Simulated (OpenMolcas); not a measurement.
Mn3+: ligand-field states by method

Mn3+ with 6 ligands (water) in octahedral coordination (Th) at 2 Å. Ligand basis ANO-RCC-VDZP.
```
Mn    0.0000    0.0000    0.0000
O     2.0000    0.0000    0.0000
H     2.5770    0.7797    0.0000
H     2.5770   -0.7797    0.0000
O     0.0000    2.0000    0.0000
H     0.0000    2.5770    0.7797
H     0.0000    2.5770   -0.7797
O    -2.0000    0.0000    0.0000
H    -2.5770    0.7797    0.0000
H    -2.5770   -0.7797    0.0000
O     0.0000   -2.0000    0.0000
H     0.0000   -2.5770    0.7797
H     0.0000   -2.5770   -0.7797
O     0.0000    0.0000    2.0000
H     0.7797    0.0000    2.5770
H    -0.7797    0.0000    2.5770
O     0.0000    0.0000   -2.0000
H     0.7797    0.0000   -2.5770
H    -0.7797    0.0000   -2.5770
```

```yaml
Program: OpenMolcas 26.06
Basis: ANO-RCC-VDZP [5s4p2d1f]
Scalar_Hamiltonian: DKH2, point nucleus
Active_space: 4 electrons in 5 orbitals (3d)
State_averaging: 2S+1 = 5 even, 5 roots; 2S+1 = 3 even, 45 roots; 2S+1 = 1 even, 50 roots
Spin-orbit_coupling: state interaction with AMFI integrals over the reference wave functions
```

I. CASSCF
II. SS-CASPT2, IPEA 0.25 Eh, imaginary shift 0.1 Eh (closed shells correlated: 3s 3p and the ligand valence shells)

Spin-free states (labels of O, taken over from Oh, the nearest higher group) in cm-1, each column counted from its own energy of the first state listed:

```json
{"State": "5E", "Degeneracy": "2", "I": "0", "II": "0"}
{"State": "3T1", "Degeneracy": "3", "I": "12812", "II": "8290"}
{"State": "5T2", "Degeneracy": "3", "I": "12967", "II": "14930"}
{"State": "3E", "Degeneracy": "2", "I": "22429", "II": "18690"}
{"State": "3T1", "Degeneracy": "3", "I": "23911", "II": "19050"}
{"State": "1T2", "Degeneracy": "3", "I": "24450", "II": "16960"}
{"State": "3T2", "Degeneracy": "3", "I": "24790", "II": "20020"}
{"State": "1E", "Degeneracy": "2", "I": "25695", "II": "18690"}
{"State": "3A2", "Degeneracy": "1", "I": "26955", "II": "21560"}
{"State": "3A1", "Degeneracy": "1", "I": "27347", "II": "21800"}
{"State": "3E", "Degeneracy": "2", "I": "31054", "II": "25090"}
{"State": "1A1", "Degeneracy": "1", "I": "31488", "II": "22040"}
{"State": "1A2", "Degeneracy": "1", "I": "33892", "II": "28020"}
{"State": "1T2", "Degeneracy": "3", "I": "34099", "II": "27540"}
{"State": "3T1", "Degeneracy": "3", "I": "34417", "II": "31770"}
{"State": "3T2", "Degeneracy": "3", "I": "35800", "II": "33420"}
{"State": "1T1", "Degeneracy": "3", "I": "36154", "II": "29350"}
{"State": "3T1", "Degeneracy": "3", "I": "36386", "II": "34330"}
{"State": "1E", "Degeneracy": "2", "I": "40384", "II": "31690"}
{"State": "3T2", "Degeneracy": "3", "I": "42537", "II": "39260"}
```

From I to II, I's first state of the same spin (5T2) moves from 12967 to 14930 cm-1, by about +2000 cm-1.

From I to II, I's first state of another spin (3T1) moves from 12812 to 8290 cm-1, by about -4500 cm-1.

I: A least-squares ligand-field fit to the states below 45000 cm-1, each weighted by its degeneracy and with a free common offset, gives 10Dq = 12681 cm-1, B = 1122 cm-1 and C = 4252 cm-1 (C/B = 3.79), with an rms deviation of 125 cm-1. The same method and metal basis give the free ion B = 1220 cm-1 (fit to its terms below 60000 cm-1, rms deviation 47 cm-1), so the nephelauxetic ratio is β = 1122 / 1220 = 0.92; it hangs on how both fits weigh the states, and computed free-ion B values tend to be too large, so β mixes covalency with correlation.

χT at 300 K: I 2.95, II 2.95 cm3 K/mol.

Roots that are degenerate in the reference are averaged as groups; the widest CASPT2 spread within a group is 330 cm-1 (the 3-fold group of multiplicity 3 near 62300 cm-1 above the lowest state of its run, II). Shifts and gaps below about the spread of the groups concerned are not significant. Over all roots computed the reference weight is 0.69 to 0.71 in II; a low but even weight reflects the number of correlated electrons. An orbital doublet at a regular site is open to a Jahn-Teller distortion, which this geometry leaves out. This shell can be high or low spin here, a state of another spin lies low, and with metal d orbitals alone active their balance is uncertain, so the ground spin may be wrong. Ligand-to-metal charge-transfer states are missing. With no ligand orbital active B as a rule stays too high, so bands that hang on it stand too high and its fall with covalency is understated. Without dynamic correlation the repulsion within the d shell is too large (B by tens of per cent), so at a given field states of lower spin stand too high (holds for I). With metal d orbitals alone the field can be off either way by tens of per cent (holds for I). These CASPT2 states fit no ligand-field parameters well, so their order and spin gaps are uncertain (holds for II). With one d shell and no ligand orbital active, 10Dq can be off by a tenth or more (holds for II). No measured value stands beside these numbers; the geometry is a model, was not optimised and need not be the one that this ion takes.
